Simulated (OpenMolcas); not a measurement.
Tc4+: moving the ligands

Tc4+ with 6 ligands (oxide) in octahedral coordination (Oh) at 2.02 Å. A charge of +1.33 e stands 3.2 Å behind each ligand. Ligand basis ANO-RCC-VDZP.

```yaml
Program: OpenMolcas 26.06
Method: "SS-CASPT2, IPEA 0.25 Eh, imaginary shift 0.1 Eh (closed shells correlated: 4s 4p and the ligand valence shells)"
Basis: ANO-RCC-VTZP [7s6p4d2f1g]
Scalar_Hamiltonian: DKH2, point nucleus
Active_space: 3 electrons in 5 orbitals (4d)
State_averaging: 2S+1 = 4 even, 10 roots; 2S+1 = 2 even, 40 roots
Spin-orbit_coupling: state interaction with AMFI integrals over the reference wave functions
```

Runs around this geometry, states (labels of O, the rotations of Oh). Energies in cm-1 above the lowest state or level, χT in cm3 K/mol.

```
R (Å)  Ground state  First state of that spin  First gap with spin-orbit (degeneracies)  χT at 300 K  First state of another spin
 1.94           4A2                 4T2 21320                               9990 (4, 4)        1.750              2S+1 = 2: 10130
 2.02           4A2                 4T2 21990                              10140 (4, 4)        1.738              2S+1 = 2: 10290
 2.06           4A2                 4T2 21660                              10200 (4, 4)        1.731                    2T1 10360
```

Roots that are degenerate in the reference are averaged as groups; the widest CASPT2 spread within a group is 510 cm-1 (the 3-fold group of multiplicity 2 near 50500 cm-1 above the lowest state of its run, R = 2.06). Shifts and gaps below about the spread of the groups concerned are not significant. Over all roots computed the reference weight is 0.58 to 0.61 in R = 1.94, 0.59 to 0.61 in R = 2.02, 0.59 to 0.61 in R = 2.06; a low but even weight reflects the number of correlated electrons. The oxide ions are held by bare point charges, a crude embedding. Ligand-to-metal charge-transfer states are missing. These CASPT2 states fit no ligand-field parameters well, so their order and spin gaps are uncertain. With no ligand orbital active B as a rule stays too high, so bands that hang on it stand too high and its fall with covalency is understated. With one d shell and no ligand orbital active, 10Dq can be off by a tenth or more. The least metal-like active orbital is 67 % on the metal (Löwdin) and no ligand orbital is active, so the numbers are rough (holds for R = 1.94). The least metal-like active orbital is 72 % on the metal (Löwdin) and no ligand orbital is active, so the numbers are rough (holds for R = 2.02). The least metal-like active orbital is 74 % on the metal (Löwdin) and no ligand orbital is active, so the numbers are rough (holds for R = 2.06). No measured value stands beside these numbers; the geometry was imposed, not optimised, and the real ion may take another.

A state without a sure symmetry label is named by its multiplicity alone.
